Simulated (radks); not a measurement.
Results of a calculation; reference values are marked as such.
How relativity changes the ionisation of neutral manganese ([Ar] 3d5 4s2) to Mn+ ([Ar] 3d5 4s1). Spin-unpolarised spherical Kohn-Sham, PBE, point nucleus unless stated (finite: rms radius 3.7057 fm), a radial shooting solver on a logarithmic mesh with Libxc functionals. A level marked "c x" has the speed of light scaled by that factor and shares open shells by 2j + 1; other Dirac levels either fill j = l - 1/2 first or share by 2j + 1.

| level | E(Mn) (hartree) | E(Mn+) (hartree) | IE (eV) | HOMO | <r> HOMO (bohr) |
|---|---|---|---|---|---|
| non-rel. | -1150.55161 | -1150.24637 | 8.306 | 4s | 3.127 |
| scalar-rel. | -1158.29579 | -1157.98649 | 8.416 | 4s | 3.094 |
| scalar-rel., finite nucleus | -1158.29237 | -1157.98308 | 8.416 | 4s | 3.094 |
| Dirac, 2j+1 shares | -1158.31570 | -1158.00640 | 8.416 | 4s1/2 | 3.094 |
| Dirac, low j first | -1158.32436 | -1158.01523 | 8.412 | 4s1/2 | 3.095 |
| Dirac, 2j+1 shares, finite nucleus | -1158.31229 | -1158.00299 | 8.416 | 4s1/2 | 3.094 |
| Dirac, c x 1.5 | -1153.97094 | -1153.66393 | 8.354 | 4s1/2 | 3.113 |
| Dirac, c x 2 | -1152.46890 | -1152.16267 | 8.333 | 4s1/2 | 3.119 |
| Dirac, c x 5 | -1150.85733 | -1150.55194 | 8.310 | 4s1/2 | 3.126 |

NIST Atomic Spectra Database: 7.434 eV (measured). The relativistic part of the total energy of Mn is -7.761 hartree (Dirac, 2j+1 shares, finite nucleus), 0.67 % of the non-relativistic value. Spin polarisation and multiplet splitting of open shells are left out at every level.

Beside tabulated values, note that spin-unpolarised runs miss the spin-polarisation part of the exchange energy of open shells.
